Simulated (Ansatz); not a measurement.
`[Cl][GeH]1[CH2][O]1` and `[SiH3][GeH]1[CH2][O]1` differ in one atom or group.

Ansatz, PBE0-D4/def2-TZVP geometries, multiplicity 1. 

Scalar relativity is left out up to krypton.

```csv
property,`[Cl][GeH]1[CH2][O]1`
HOMO energy (ωB97M-V/def2-TZVPP) / eV,-9.65
LUMO energy (PBE/def2-TZVPP) / eV,-2.02
LUMO energy (B3LYP/def2-TZVPP) / eV,-1.42
size of the dipole moment (PBE/def2-TZVPP) / D,2.18
size of the dipole moment (ωB97M-V/def2-TZVPP) / D,2.43
HOMO–LUMO gap (B3LYP/def2-TZVPP) / eV,5.86
```

(1) What does the change do to each property? (Estimate.)

## Answers

(1) Ansatz gave: 
```
                                          property  `[SiH3][GeH]1[CH2][O]1`  shift
             HOMO energy (ωB97M-V/def2-TZVPP) / eV                    -9.13   0.52
                 LUMO energy (PBE/def2-TZVPP) / eV                    -1.77   0.25
               LUMO energy (B3LYP/def2-TZVPP) / eV                    -1.19   0.23
    size of the dipole moment (PBE/def2-TZVPP) / D                     2.00  -0.18
size of the dipole moment (ωB97M-V/def2-TZVPP) / D                     2.35  -0.08
             HOMO–LUMO gap (B3LYP/def2-TZVPP) / eV                     5.61  -0.25
```

With PBE0 the HOMO rises by 0.48 eV and the LUMO rises by 0.14 eV, so the gap narrows by about 0.34 eV. PBE moves the HOMO by 0.37 eV and ωB97M-V by 0.52 eV. Dipoles are sizes alone; their direction can turn.

B3LYP here is the variant with VWN-RPA as its local correlation; programs differ in this.
